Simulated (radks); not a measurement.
Q: All-electron atom: V3.4+ in [Ne] 3s2 3p(1/2: 2, 3/2: 3.6) 3d2 (fractional occupations, a model configuration). All-electron calculation, Dirac Kohn-Sham, PBE, spin-unpolarised, spherical densities, finite nucleus; open shells fill j = l - 1/2 first; Fermi nuclear charge, rms radius 3.6002 fm. Program: a radial shooting solver on a logarithmic mesh with Libxc functionals.

Spin-orbit splittings of the eigenvalues, e(l+1/2) - e(l-1/2), with zeta = 2 splitting/(2l+1) and mean radii in bohr:

shell  occ.  splitting (eV)  zeta (eV)  <r> j=l-1/2  <r> j=l+1/2
2p        6           7.104      4.736       0.2721       0.2748
3p      5.6          0.8856     0.5904       0.9777       0.9850
3d        2               ?          ?        1.131        1.134

Estimate the 3d splitting.

A: 0.09061 eV (zeta = 0.03625 eV).
